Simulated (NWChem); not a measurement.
System: CH$_{7}$Si$_{2}$, doublet; SMILES [SiH3][CH][SiH3]

```xyz
10

Si     1.6746    -0.0001     0.1247
C      0.0000     0.0000    -0.6850
Si    -1.6746     0.0001     0.1247
H      2.4787    -1.1743    -0.3231
H      2.4425     1.2242    -0.2474
H      1.5458    -0.0469     1.6049
H      0.0000     0.0000    -1.7787
H     -2.4425    -1.2242    -0.2474
H     -2.4787     1.1743    -0.3231
H     -1.5458     0.0469     1.6049
```
Atoms are numbered in this order, from 1.

Level: B3LYP/6-31G* (spherical d), spin-unrestricted (NWChem), optimised geometry, unscaled harmonic frequencies. In the optimisation the excess spin sits in b (C2, its own frame).

### Question
List the harmonic frequencies with IR intensities, and the thermochemistry.

### Answer
```csv
frequency (cm⁻¹),IR intensity (km/mol)
42,0.0
64,0.2
180,0.5
446,1.1
516,3.0
577,0.0
587,0.1
688,113.1
779,76.0
858,76.2
925,462.2
945,0.0
950,97.6
952,10.3
954,63.1
970,81.2
1125,39.9
2217,0.1
2218,272.9
2220,242.4
2226,23.7
2254,0.4
2263,234.4
3127,3.3
```

- zero-point energy: 40.1 kcal/mol
- thermal correction to the enthalpy at 298.15 K (with zero-point energy): 44.8 kcal/mol
- heat capacity Cv: 21.5 cal/(mol K)
- entropy at 298.15 K and 1 atm (symmetry number 2, electronic part: spin degeneracy alone): 79.6 cal/(mol K)
- dipole moment: 0.61 D

Rigid rotor and harmonic oscillator; modes under 100 cm⁻¹ make the entropy uncertain.
